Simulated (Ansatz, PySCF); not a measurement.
Here is a job for Ansatz (a first-principles code).
Ansatz 0.2 input:
```yaml
crystal:
  periodic: [false, false, false]
  atoms:
    - {symbol: C, position_ang: [3.36064233, 1.13411996, 0.15655927]}
    - {symbol: O, position_ang: [2.62953146, 0.11588340, 0.78942330]}
    - {symbol: C, position_ang: [2.22133277, -0.94172670, -0.09804301]}
    - {symbol: C, position_ang: [1.25314828, -0.53894923, -1.14089440]}
    - {symbol: O, position_ang: [0.00129196, -0.06426956, -0.88193957]}
    - {symbol: C, position_ang: [-0.48688719, -0.17092261, 0.43625535]}
    - {symbol: C, position_ang: [-1.86297788, 0.48259182, 0.49499214]}
    - {symbol: O, position_ang: [-2.83009356, -0.44972084, 0.07609765]}
    - {symbol: C, position_ang: [-4.12156186, 0.09347466, 0.00147380]}
    - {symbol: H, position_ang: [4.26124644, 0.73273269, -0.32464664]}
    - {symbol: H, position_ang: [3.64877088, 1.83563462, 0.93738071]}
    - {symbol: H, position_ang: [2.75890333, 1.65451577, -0.59736372]}
    - {symbol: H, position_ang: [3.10977918, -1.36258816, -0.58736420]}
    - {symbol: H, position_ang: [1.80054811, -1.68820087, 0.58400122]}
    - {symbol: H, position_ang: [1.56855606, -0.28421466, -2.13716396]}
    - {symbol: H, position_ang: [0.20109800, 0.32322106, 1.13334684]}
    - {symbol: H, position_ang: [-0.59097708, -1.22575139, 0.72067255]}
    - {symbol: H, position_ang: [-1.87143081, 1.36632226, -0.15998179]}
    - {symbol: H, position_ang: [-2.07479961, 0.80865985, 1.52579531]}
    - {symbol: H, position_ang: [-4.45427923, 0.46529645, 0.97939490]}
    - {symbol: H, position_ang: [-4.16687391, 0.91790725, -0.72102446]}
    - {symbol: H, position_ang: [-4.77855904, -0.71020645, -0.32375694]}
basis:
  gaussian:
    orbitals: STO-3G
hamiltonian:
  xc: pbe
magnetization: {spin_polarized: true, initial_magnetization: 1}
accuracy: high
```

**Question.** Convert this to an input for PySCF.

**Answer.** Several could match; the one computed here: 
```python
from pyscf import gto, scf, dft

mol = gto.Mole()
mol.atom = '''
    C     3.360642    1.134120    0.156559
    O     2.629531    0.115883    0.789423
    C     2.221333   -0.941727   -0.098043
    C     1.253148   -0.538949   -1.140894
    O     0.001292   -0.064270   -0.881940
    C    -0.486887   -0.170923    0.436255
    C    -1.862978    0.482592    0.494992
    O    -2.830094   -0.449721    0.076098
    C    -4.121562    0.093475    0.001474
    H     4.261246    0.732733   -0.324647
    H     3.648771    1.835635    0.937381
    H     2.758903    1.654516   -0.597364
    H     3.109779   -1.362588   -0.587364
    H     1.800548   -1.688201    0.584001
    H     1.568556   -0.284215   -2.137164
    H     0.201098    0.323221    1.133347
    H    -0.590977   -1.225751    0.720673
    H    -1.871431    1.366322   -0.159982
    H    -2.074800    0.808660    1.525795
    H    -4.454279    0.465296    0.979395
    H    -4.166874    0.917907   -0.721024
    H    -4.778559   -0.710206   -0.323757
'''
mol.basis = 'sto-3g'
mol.charge = 0
mol.spin = 1
mol.verbose = 4
mol.build()

mf = dft.UKS(mol)
mf.xc = 'pbe'
mf.grids.atom_grid = (99, 590)
mf.grids.prune = None
mf.kernel()
```

Both were run: Ansatz gave -455.500313 Eh and PySCF -455.500313 Eh, 0.000 mEh apart.
